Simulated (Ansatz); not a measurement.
C3H8Cl2OSn (`CC[O][Sn]([CH3])([Cl])[Cl]`). Charge 0, multiplicity 1. Sn: def2 effective core potential.

| atom | x (Å) | y (Å) | z (Å) |
| --- | --- | --- | --- |
| C1 | -1.8691 | -1.5397 | -0.0780 |
| C2 | -1.3629 | -0.5057 | -1.0567 |
| O3 | -0.6563 | 0.5526 | -0.4326 |
| Sn4 | 1.0525 | 0.3128 | 0.4559 |
| C5 | 2.0958 | 2.1458 | 0.5182 |
| Cl6 | 0.7062 | -0.5162 | 2.5978 |
| Cl7 | 2.1775 | -1.3552 | -0.7050 |
| H8 | -2.4738 | -2.2875 | -0.5978 |
| H9 | -1.0429 | -2.0643 | 0.4109 |
| H10 | -2.4820 | -1.0732 | 0.6957 |
| H11 | -2.2039 | -0.0335 | -1.5752 |
| H12 | -0.7385 | -0.9849 | -1.8213 |
| H13 | 1.4354 | 2.9024 | 0.9396 |
| H14 | 2.9786 | 2.0273 | 1.1439 |
| H15 | 2.3835 | 2.4194 | -0.4956 |

Problem. List the harmonic frequencies (cm⁻¹, unscaled) at PBE0-D4/def2-TZVP in Ansatz. (An estimate is asked.)

Solution. The calculation gave: 34, 41, 66, 92, 106, 117, 126, 144, 211, 287, 365, 375, 447, 547, 572, 785, 790, 805, 914, 1102, 1130, 1176, 1227, 1313, 1387, 1412, 1444, 1446, 1479, 1481, 1507, 3021, 3045, 3065, 3081, 3119, 3135, 3187, 3192.

Problem. Is this a minimum?

Solution. Yes, all 39 modes are real.

Problem. Give the ideal-gas thermochemistry at 298.15 K and 1 bar (rigid rotor, harmonic oscillator; point group C1, symmetry number 1).

Solution. Zero-point energy 285.7 kJ/mol; H(298) − E = 318.7 kJ/mol; entropy 469.7 J/(mol·K), of which translation 177.7, rotation 126.5, vibration 165.5; G(298) − E = 178.6 kJ/mol. Modes under 100 cm⁻¹ are hindered rotations or soft bends, so the harmonic entropy is rough.

Problem. Rotational constants (cm⁻¹)?

Solution. 0.03892, 0.03161, 0.02765.
